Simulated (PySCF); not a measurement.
PySCF input file for B(Cl)(Me)2 (C2H6BCl), SMILES CB(C)Cl, C-PCM-M06-2X/def2-SVP. Coordinates come from a B3LYP-D3(BJ)/def2-SVP optimisation.

```python
import numpy as np
from pyscf import gto, scf, dft
from pyscf.solvent import pcm

mol = gto.M(
    atom='''
    B     0.00000000   -0.00000000   -0.39345406
    Cl   -0.00000000   -0.00000000    1.38899127
    C    -0.01058075    1.37811766   -1.13613526
    H     1.04771783    1.64109179   -1.33459083
    H    -0.50107637    1.32221898   -2.12150345
    H    -0.43994939    2.20338825   -0.54988477
    C     0.01058075   -1.37811765   -1.13613526
    H     0.50107636   -1.32221898   -2.12150345
    H     0.43994938   -2.20338825   -0.54988479
    H    -1.04771784   -1.64109178   -1.33459084
    ''',
    basis='def2-SVP',
    charge=0,
    spin=0,
    max_memory=1600,
    verbose=3,
)
mf = dft.RKS(mol, xc='m06-2x').density_fit(auxbasis='def2-universal-jkfit')
mf.grids.level = 4
mf.conv_tol = 1e-9
mf.max_cycle = 100
mf.kernel()
res = {}
for name, eps in {'water': 78.355, 'ethylethanoate': 5.9867, 'dimethylsulfoxide': 46.826}.items():
    s = mf.PCM()
    s.with_solvent.method, s.with_solvent.eps, s.with_solvent.lebedev_order = 'C-PCM', eps, 29
    s.kernel(mf.make_rdm1())
    res[name] = (s.e_tot, eps, s.dip_moment(), s.mo_energy, s.converged)
    print(f'{name}: electrostatic solvation free energy {(s.e_tot - mf.e_tot) * 627.509474:.3f} kcal/mol')
```

Output:

```
converged SCF energy = -564.639512961368

WARN: PCM is an experimental feature. It is still in testing.
Features and APIs may be changed in the future.

converged SCF energy = -564.642219975123
Dipole moment(X, Y, Z, Debye): -0.00000, -0.00000, -2.06922
water: electrostatic solvation free energy -1.699 kcal/mol

WARN: PCM is an experimental feature. It is still in testing.
Features and APIs may be changed in the future.

converged SCF energy = -564.641745827358
Dipole moment(X, Y, Z, Debye): -0.00000, -0.00000, -1.98044
ethylethanoate: electrostatic solvation free energy -1.401 kcal/mol

WARN: PCM is an experimental feature. It is still in testing.
Features and APIs may be changed in the future.

converged SCF energy = -564.642192952667
Dipole moment(X, Y, Z, Debye): -0.00000, -0.00000, -2.06408
dimethylsulfoxide: electrostatic solvation free energy -1.682 kcal/mol
```

The run converged.
